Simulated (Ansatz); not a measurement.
Compare A (`B[Si](O)(F)F`) with its isomer B (`FB(F)O[SiH3]`).

Program: Ansatz. Geometries: PBE0-D4/def2-TZVP. ΔE: electronic, gas phase. CCSD(T)/CBS adds triple-zeta CCSD(T) − MP2 to the extrapolated MP2 energy (def2 sets, frozen cores). Functionals use def2-TZVPP. B3LYP here is the variant with VWN-RPA as its local correlation; programs differ in this. Each species was taken in one conformer, which may not be the lowest.

Task: Which is lower in electronic energy at CCSD(T)/CBS, and by how much? (Estimate.)

Result: Ansatz gave: B, by 139.4 kJ/mol.

Task: Give E(B) − E(A) in kJ/mol with BLYP-D4, B2PLYP, B3LYP, PBE-D4, CCSD(T)/def2-SVP, PBE0-D4, HF/def2-TZVPP. (Best estimate.)

Result: Ansatz gave: BLYP-D4 -150.0, B2PLYP -151.0, B3LYP -153.1, PBE-D4 -149.1, CCSD(T)/def2-SVP -225.0, PBE0-D4 -150.3, HF/def2-TZVPP -159.4. None reverses the order clearly.

Task: Does the order hold for the free energy at 298.15 K (harmonic terms from PBE0-D4)? (Best estimate.)

Result: Computed: Yes: G(B) − G(A) = -142.6 kJ/mol, for one conformer each. Modes under 60 cm⁻¹, often nearly free rotors, make the harmonic entropy too high.

Largest T1 diagnostic: 0.012.

At CCSD(T), def2-SVP lies −85.5 kJ/mol from the extrapolated value and def2-TZVPP −9.8 kJ/mol. In def2-TZVPP, CCSD(T) changes the Hartree–Fock value by +10.2 kJ/mol (the triples alone add −0.6 kJ/mol) and MP2 by +10.6 kJ/mol.
